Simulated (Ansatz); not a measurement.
`B[NH][GaH2]` + H₂O → `[OH][GaH2]` + `BN` at 700 K and 1 bar (formal hydrolysis of a Ga–N bond).

Calculated with Ansatz (gas phase, PBE0-D4/def2-TZVP geometries, no zero-point term in ΔE). CCSD(T)/CBS is the MP2 limit (def2-TZVPP, def2-QZVPP) plus CCSD(T) − MP2 in def2-TZVPP, frozen cores. This one scheme is used for every species. For Ga outer-core shells are correlated without core-valence functions, which leaves a few kJ/mol of doubt a bond. Scalar relativity is left out up to krypton.

```tsv
species	CCSD(T)/CBS energy (Eh)	H − E (kJ/mol)	S (J/(mol·K))
`B[NH][GaH2]`	-2006.47671	194.1	386.9
H₂O	-76.37941	80.5	218.4
`[OH][GaH2]`	-2000.92981	111.5	322.8
`BN`	-81.93499	163.7	282.2
```

H − E and S are ideal-gas, rigid-rotor, harmonic terms from PBE0-D4/def2-TZVP. 1 Eh = 2625.50 kJ/mol, R = 8.31446 J/(mol·K).

Problem. By hand: ΔE, ΔH, ΔS and ΔG.

Solution. ΔE = (-2000.92981) + (-81.93499) − (-2006.47671) − (-76.37941) = -0.00868 Eh = -22.8 kJ/mol. Δ(H − E) = 111.5 + 163.7 − 194.1 − 80.5 = 0.6, so ΔH = -22.2 kJ/mol. ΔS = 322.8 + 282.2 − 386.9 − 218.4 = -0.3 J/(mol·K). ΔG = -22.2 − 700 × (-0.3)/1000 = -22.0 kJ/mol.

Problem. By hand: the equilibrium constant, and the temperature at which ΔG would vanish if ΔH and ΔS stayed fixed.

Solution. log₁₀ K = −ΔG/(RT ln 10) = 1.6. ΔG = 0 at ΔH/ΔS = 74000 K, far beyond where these terms or the molecules hold.

The number of gas molecules stays the same, so ΔS is small and ΔH decides. A doubt of 5 kJ/mol in ΔE shifts log₁₀ K by 0.4 here. These are equilibria of isolated gas molecules and say nothing of rates. Largest T1 diagnostic: 0.015 (customary marks: 0.02 for closed shells, 0.045 for open ones).
